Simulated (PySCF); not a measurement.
In(H)(SiH3)2 (H7InSi2), SMILES [SiH3][InH][SiH3]. Atoms are numbered in the order given.

```xyz
10

In    -0.4028    -0.2911     0.0071
H     -1.8220    -1.3263     0.0121
Si     1.7888    -1.1866     1.0965
H      1.5282    -1.7595     2.4677
H      2.8546    -0.1302     1.2322
H      2.3577    -2.2997     0.2491
Si    -0.5906     2.0542    -1.1141
H     -1.6603     2.8763    -0.4369
H     -0.9865     1.9169    -2.5642
H      0.6930     2.8414    -1.0622
```

Geometry optimised at PBE-D3(BJ)/def2-SVP. The structure was generated by enumeration; whether it is a known compound was not checked. The def2 effective core potentials stand for the cores of In; spin–orbit coupling is left out.

All values below come from TDA-ωB97X/def2-SVPD in PySCF.

Vertical excitations. Gas-phase values at a fixed geometry.

| state | energy (eV) | λ (nm) | f | main pairs |
|---|---|---|---|---|
| S1 | 3.70 | 335 | 0.000 | HOMO→LUMO 98 % |
| S2 | 4.30 | 288 | 0.003 | HOMO−1→LUMO 97 % |
| S3 | 6.32 | 196 | 0.608 | HOMO→LUMO+1 78 % |
| S4 | 6.59 | 188 | 0.269 | HOMO→LUMO+4 51 %, HOMO→LUMO+2 30 % |
| S5 | 6.84 | 181 | 0.022 | HOMO→LUMO+3 65 %, HOMO−1→LUMO+1 11 % |
| S6 | 6.89 | 180 | 0.000 | HOMO→LUMO+2 52 %, HOMO−1→LUMO+3 15 %, HOMO→LUMO+4 12 % |
| S7 | 6.98 | 178 | 0.203 | HOMO−1→LUMO+1 63 %, HOMO→LUMO+3 20 % |
| S8 | 7.16 | 173 | 0.020 | HOMO→LUMO+5 73 % |
| S9 | 7.30 | 170 | 0.001 | HOMO−2→LUMO 87 % |
| S10 | 7.36 | 168 | 0.039 | HOMO−5→LUMO 67 %, HOMO−1→LUMO+2 10 % |
| T1 | 3.21 | 386 | 0 | HOMO→LUMO 97 % |
| T2 | 3.91 | 317 | 0 | HOMO−1→LUMO 96 % |
| T3 | 5.20 | 239 | 0 | HOMO→LUMO+1 76 %, HOMO→LUMO+2 12 % |
| T4 | 5.78 | 214 | 0 | HOMO→LUMO+3 27 %, HOMO−1→LUMO+1 24 %, HOMO−1→LUMO+4 20 %, HOMO−1→LUMO+2 14 % |
Triplets are in the Tamm–Dancoff approximation.
